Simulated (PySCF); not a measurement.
Structure with atom numbers: `[F:1][B:2]([F:3])/[CH:4]=[C:5]1\[CH:6]=[CH:7][O:8]1`. Hydrogens are named by the atom that carries them.

Geometry: PBE0-D3(BJ)/def2-SVP; GIAO shifts from PySCF 2.14, gas phase, non-relativistic, averaged over equivalent atoms.

At PBE0/6-31G (78 basis functions, 6 s wall time on 1 thread of an Arm Neoverse V2, shared host):
```json
{"atoms": "F1/F3", "δ (ppm)": "-79.4"}
{"atoms": "B2", "δ (ppm)": "22.9"}
{"atoms": "C5", "δ (ppm)": "178.2"}
{"atoms": "C7", "δ (ppm)": "164.1"}
{"atoms": "C6", "δ (ppm)": "104.8"}
{"atoms": "C4", "δ (ppm)": "93.6"}
{"atoms": "O8", "δ (ppm)": "188.3"}
{"atoms": "H(C7)", "δ (ppm)": "7.54"}
{"atoms": "H(C6)", "δ (ppm)": "6.17"}
{"atoms": "H(C4)", "δ (ppm)": "4.96"}
```

Referencing at the same level of theory: 19F (177.36 ppm) vs CFCl3; BF3·OEt2 for 11B (113.16 ppm); TMS for 13C (199.54 ppm) and 1H (32.61 ppm); H2O for 17O (318.49 ppm).

**Question.** Estimate the result of repeating the calculation with PBE0/def2-TZVP.

**Answer.** 
```csv
atoms,δ at PBE0/def2-TZVP,change
F1/F3,-85.0,-5.6
B2,23.4,+0.5
C5,187.6,+9.4
C7,172.0,+7.9
C6,108.2,+3.4
C4,92.0,-1.6
O8,208.2,+19.9
H(C7),7.52,-0.02
H(C6),6.04,-0.13
H(C4),4.73,-0.23
```

Referencing at the same level of theory: CFCl3 for 19F (σ = 178.85 ppm); 11B (σ = 102.62 ppm) against BF3·OEt2; 13C (σ = 186.65 ppm), 1H (σ = 31.48 ppm) against TMS; 17O (σ = 332.57 ppm) against H2O.

The largest change is at O8 (ether oxygen). Cost: 266 basis functions, 45 s wall time on 1 thread of an Arm Neoverse V2, shared host. The order of the carbon signals is the same at both levels.

A carbon bonded to boron is broadened by the quadrupolar boron nucleus and is often missing from a measured spectrum. Unscaled 19F shifts against computed CFCl3 carry errors that often reach 10 to 50 ppm. Experimental scales use liquid or dissolved standards, which lie at an offset from isolated H2O (liquid H2O: subtract about 36 ppm).
